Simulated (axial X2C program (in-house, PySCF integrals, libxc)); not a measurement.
**What spin–orbit coupling does to SnCl**

Calculated with an in-house relativistic program for diatomic molecules. Spin-free means the one-electron spin-free X2C Hamiltonian; two-component (2c) means X2C with spin–orbit coupling and atomic mean-field two-electron Coulomb and Gaunt terms, so the difference of the two also holds small scalar two-electron terms. Basis: Sn dyall-cv3z [11s12p9d4f1g], Cl dyall-av3z [9s8p3d2f] (cores contracted in-house); Gaussian nuclei, density fitting, unrestricted open shells. Masses: Sn 119.902 u, Cl 34.969 u.

Spin-free state: M_S = 1/2, Λ = 1 (beyond evenly filled blocks: π+α); fragments Sn + Cl.

| level | Re (Å) | ωe (cm⁻¹) | De (eV) | μ (D) |
| --- | --- | --- | --- | --- |
| PBE0 | 2.373 | 346.7 | 3.906 | -2.61 |
| HF | 2.389 | 343.3 | 2.564 | -2.98 |
| MP2 | 2.387 | 346.2 | 3.924 | n/a |
| CCSD | 2.390 | 344.2 | 3.656 | n/a |
| CCSD(T) | 2.394 | 342.4 | 3.772 | n/a |
| B3LYP | 2.401 | 332.0 | 3.873 | -2.81 |

Correlated methods: 11 electrons correlated (number of frozen shells: Sn 4 s, 3 p, 2 d; Cl 2 s, 1 p), 257 virtual spin orbitals or spinors in MP2, 90 natural virtuals in coupled cluster.

Dipoles are positive if Cl is the positive end.

Q: Within this multiplet, which Ω should lie lowest by the rule for regular and inverted multiplets?

A: The open π shell holds one electron, so the multiplet is regular: Ω = Λ − 1/2 = 1/2. The PBE0 2c search agrees.

Two-component determinant lowest at the distance of the search:

Ω = 1/2 (⟨Sz⟩ = -0.50, ⟨Lz⟩ = 1.00 at HF); fragments Sn + Cl.

```tsv
level	Re (Å)	ωe (cm⁻¹)	μ (D)
PBE0	2.377	344.2	-2.69
HF	2.393	340.7	-3.06
MP2	2.391	343.8	n/a
CCSD	2.394	341.9	n/a
CCSD(T)	2.397	340.2	n/a
B3LYP	2.405	329.2	-2.89
```

Q: From the two tables, how do the constants change at the CCSD(T) level (2c against spin-free)?

A: At the CCSD(T) level Re increases by 0.003 Å and ωe goes down by 2.2 cm⁻¹.

One determinant describes the state; a PBE0 search over occupations chose it and may have missed a lower one. De is counted from the lowest determinant-based energies of the atoms at the same level, without counterpoise correction. De is not given where an atomic determinant may have missed its ground term or J level, or where the truncated virtual space spoils (T). Density functionals use the spin component along the axis (collinear). Coupled cluster ran in a truncated set of natural virtual spinors; the MP2 energy of the rest was added. (T) has no such correction and the atoms are truncated less, which lowers De at CCSD(T) by a hundredth of an eV or more. Without a current term, density functionals place determinants with orbital angular momentum somewhat too high. With the outer-core shells frozen, correlated bond lengths of heavy atoms tend to come out a few hundredths of an ångström too long.
